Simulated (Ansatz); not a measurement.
Born–Oppenheimer molecular dynamics of FH$_{4}$O$_{4}$Ta (10 atoms, charge 0, multiplicity 1). It starts from a relaxed structure.

These are results of Ansatz 0.2.0, RKS BHLYP/def2-SVP, not measurements.

```json
{
  "ensemble": "NVT, Langevin thermostat",
  "time step": "0.5 fs",
  "steps asked": "150",
  "set temperature": "300 K",
  "friction": "0.005 /fs",
  "seed": "155951"
}
```

Frames 1 fs apart, positions in Å, forces in eV/Å.

Velocities at 55 fs (Å/ps):

```
Ta -0.47 -0.67 0.09
O 0.50 2.38 -0.83
H -4.60 -6.54 -13.78
F 2.19 5.41 2.85
O 1.24 -2.70 1.85
H -6.45 8.25 24.09
O -1.16 -3.82 -6.00
H -12.80 -5.29 -7.15
O 1.50 -0.49 0.59
H -0.17 -5.40 7.24
```

```xyz
10
Properties=species:S:1:pos:R:3:forces:R:3 time_fs=55 energy_less_start_eV=0.200 T=136
Ta -0.151 -0.132 -0.083 -0.85 -0.37 -0.02
O 1.715 -0.174 0.085 1.14 0.12 -0.26
H 2.210 0.132 0.847 -0.14 -0.19 -0.12
F 0.004 0.272 1.810 -0.15 0.03 0.15
O -0.206 -0.302 -1.970 0.27 -0.49 -0.37
H -0.079 -0.448 -2.916 -0.16 0.21 0.96
O -1.148 1.469 -0.114 0.04 1.87 1.20
H -1.081 2.149 0.607 -0.29 -1.31 -1.25
O -1.109 -1.701 0.434 -0.21 -0.20 1.03
H -1.336 -1.936 1.360 0.34 0.33 -1.32
10
Properties=species:S:1:pos:R:3:forces:R:3 time_fs=56 energy_less_start_eV=0.176 T=153
Ta -0.151 -0.132 -0.083 -0.75 -0.38 0.10
O 1.715 -0.172 0.084 0.64 -0.16 -0.96
H 2.205 0.124 0.834 0.34 0.09 0.60
F 0.006 0.277 1.813 -0.17 0.01 0.04
O -0.205 -0.306 -1.968 0.07 -0.27 1.12
H -0.087 -0.438 -2.889 0.04 -0.02 -0.58
O -1.149 1.466 -0.119 -0.04 1.60 0.91
H -1.096 2.139 0.595 -0.24 -1.01 -0.94
O -1.107 -1.701 0.434 -0.23 -0.22 1.07
H -1.335 -1.940 1.360 0.35 0.34 -1.35
10
Properties=species:S:1:pos:R:3:forces:R:3 time_fs=57 energy_less_start_eV=0.172 T=157
Ta -0.152 -0.133 -0.083 -0.63 -0.38 0.23
O 1.716 -0.170 0.083 0.28 -0.34 -1.43
H 2.203 0.119 0.826 0.64 0.28 1.06
F 0.009 0.283 1.816 -0.20 -0.01 -0.08
O -0.204 -0.308 -1.965 -0.09 -0.10 2.40
H -0.094 -0.426 -2.869 0.20 -0.19 -1.93
O -1.150 1.463 -0.125 -0.13 0.91 0.17
H -1.114 2.119 0.577 -0.18 -0.27 -0.18
O -1.105 -1.701 0.436 -0.11 -0.09 0.54
H -1.331 -1.940 1.349 0.21 0.19 -0.80
10
Properties=species:S:1:pos:R:3:forces:R:3 time_fs=58 energy_less_start_eV=0.165 T=174
Ta -0.153 -0.133 -0.083 -0.49 -0.38 0.39
O 1.716 -0.168 0.080 0.34 -0.29 -1.27
H 2.207 0.117 0.826 0.54 0.22 0.91
F 0.011 0.288 1.819 -0.22 -0.03 -0.18
O -0.202 -0.311 -1.960 -0.09 -0.13 2.31
H -0.102 -0.414 -2.866 0.18 -0.16 -1.96
O -1.150 1.460 -0.130 -0.19 -0.04 -0.87
H -1.134 2.096 0.558 -0.15 0.75 0.89
O -1.103 -1.701 0.437 0.11 0.15 -0.35
H -1.327 -1.937 1.333 -0.03 -0.07 0.13
10
Properties=species:S:1:pos:R:3:forces:R:3 time_fs=59 energy_less_start_eV=0.159 T=175
Ta -0.154 -0.134 -0.083 -0.36 -0.36 0.57
O 1.717 -0.166 0.077 0.78 -0.04 -0.60
H 2.215 0.117 0.835 0.08 -0.03 0.24
F 0.013 0.294 1.821 -0.25 -0.05 -0.26
O -0.200 -0.314 -1.954 0.04 -0.29 0.87
H -0.104 -0.406 -2.881 0.04 -0.01 -0.68
O -1.151 1.457 -0.134 -0.22 -0.64 -1.57
H -1.155 2.081 0.545 -0.17 1.41 1.60
O -1.101 -1.701 0.438 0.32 0.37 -1.25
H -1.324 -1.933 1.317 -0.27 -0.34 1.07
10
Properties=species:S:1:pos:R:3:forces:R:3 time_fs=60 energy_less_start_eV=0.154 T=195
Ta -0.154 -0.135 -0.083 -0.24 -0.35 0.78
O 1.717 -0.165 0.073 1.28 0.22 0.13
H 2.224 0.120 0.846 -0.42 -0.29 -0.48
F 0.015 0.300 1.824 -0.26 -0.07 -0.32
O -0.197 -0.317 -1.947 0.16 -0.44 -0.81
H -0.107 -0.397 -2.902 -0.10 0.12 0.81
O -1.153 1.453 -0.141 -0.25 -0.25 -1.23
H -1.180 2.076 0.548 -0.19 1.08 1.27
O -1.100 -1.701 0.439 0.36 0.39 -1.48
H -1.325 -1.933 1.312 -0.35 -0.41 1.33
10
Properties=species:S:1:pos:R:3:forces:R:3 time_fs=61 energy_less_start_eV=0.152 T=188
Ta -0.155 -0.135 -0.083 -0.11 -0.35 1.02
O 1.718 -0.163 0.069 1.46 0.32 0.46
H 2.227 0.119 0.851 -0.63 -0.39 -0.80
F 0.016 0.305 1.827 -0.27 -0.09 -0.38
O -0.195 -0.320 -1.940 0.22 -0.51 -2.01
H -0.112 -0.388 -2.916 -0.16 0.17 1.80
O -1.154 1.448 -0.147 -0.39 0.79 -0.19
H -1.207 2.079 0.563 -0.12 0.13 0.23
O -1.097 -1.701 0.439 0.15 0.16 -0.78
H -1.329 -1.939 1.322 -0.17 -0.22 0.65
10
Properties=species:S:1:pos:R:3:forces:R:3 time_fs=62 energy_less_start_eV=0.158 T=184
Ta -0.156 -0.136 -0.083 0.05 -0.34 1.24
O 1.720 -0.161 0.066 1.22 0.22 0.21
H 2.223 0.113 0.847 -0.44 -0.28 -0.53
F 0.016 0.311 1.829 -0.28 -0.11 -0.44
O -0.193 -0.323 -1.934 0.20 -0.50 -2.33
H -0.118 -0.379 -2.915 -0.15 0.15 1.94
O -1.155 1.445 -0.153 -0.57 1.73 0.80
H -1.234 2.084 0.580 0.02 -0.77 -0.78
O -1.094 -1.702 0.438 -0.14 -0.16 0.22
H -1.333 -1.946 1.337 0.10 0.06 -0.33
10
Properties=species:S:1:pos:R:3:forces:R:3 time_fs=63 energy_less_start_eV=0.159 T=182
Ta -0.157 -0.136 -0.084 0.19 -0.31 1.43
O 1.724 -0.158 0.063 0.70 -0.01 -0.42
H 2.215 0.102 0.838 -0.01 -0.04 0.12
F 0.017 0.317 1.831 -0.28 -0.14 -0.51
O -0.190 -0.326 -1.930 0.13 -0.44 -1.71
H -0.125 -0.368 -2.896 -0.09 0.08 1.18
O -1.157 1.442 -0.159 -0.72 2.19 1.30
H -1.260 2.083 0.589 0.14 -1.20 -1.29
O -1.091 -1.703 0.437 -0.37 -0.40 0.99
H -1.334 -1.954 1.350 0.31 0.28 -1.09
10
Properties=species:S:1:pos:R:3:forces:R:3 time_fs=64 energy_less_start_eV=0.150 T=194
Ta -0.157 -0.137 -0.084 0.31 -0.29 1.57
O 1.726 -0.156 0.060 0.19 -0.22 -1.05
H 2.205 0.091 0.831 0.40 0.17 0.76
F 0.018 0.323 1.833 -0.29 -0.16 -0.59
O -0.188 -0.330 -1.927 0.01 -0.37 -0.22
H -0.135 -0.353 -2.867 0.02 0.01 -0.41
O -1.158 1.440 -0.164 -0.75 2.03 1.18
H -1.283 2.068 0.587 0.17 -1.05 -1.16
O -1.088 -1.705 0.437 -0.44 -0.48 1.24
H -1.333 -1.961 1.354 0.37 0.35 -1.33
10
Properties=species:S:1:pos:R:3:forces:R:3 time_fs=65 energy_less_start_eV=0.145 T=201
Ta -0.158 -0.138 -0.084 0.41 -0.24 1.69
O 1.730 -0.154 0.057 -0.06 -0.29 -1.26
H 2.200 0.082 0.830 0.54 0.24 0.99
F 0.018 0.329 1.834 -0.30 -0.19 -0.67
O -0.184 -0.334 -1.924 -0.07 -0.34 1.33
H -0.145 -0.337 -2.841 0.09 0.01 -2.04
O -1.161 1.441 -0.168 -0.61 1.33 0.47
H -1.302 2.043 0.575 0.06 -0.40 -0.43
O -1.084 -1.707 0.438 -0.32 -0.33 0.80
H -1.329 -1.964 1.344 0.25 0.22 -0.88
10
Properties=species:S:1:pos:R:3:forces:R:3 time_fs=66 energy_less_start_eV=0.140 T=192
Ta -0.158 -0.138 -0.083 0.51 -0.19 1.80
O 1.733 -0.152 0.053 0.07 -0.17 -0.88
H 2.201 0.077 0.839 0.31 0.13 0.62
F 0.019 0.334 1.835 -0.31 -0.20 -0.73
O -0.180 -0.338 -1.921 -0.08 -0.37 1.66
H -0.155 -0.322 -2.832 0.08 0.04 -2.45
O -1.164 1.442 -0.173 -0.36 0.39 -0.57
H -1.319 2.016 0.558 -0.15 0.47 0.62
O -1.081 -1.709 0.440 -0.06 -0.04 -0.13
H -1.325 -1.966 1.325 -0.01 -0.06 0.06
```

Of the whole run (75 fs, mean temperature of the second half 172 K): The mean temperature of the second half is 43 % below the set value. A run of 0.075 ps of so small a system gives no equilibrium averages.

The run took 12 min on 2 threads of Intel(R) Xeon(R) Platinum 8259CL CPU @ 2.50GHz (Skylake/Cascade Lake), with other jobs on the host, peak memory 0.33 GiB.
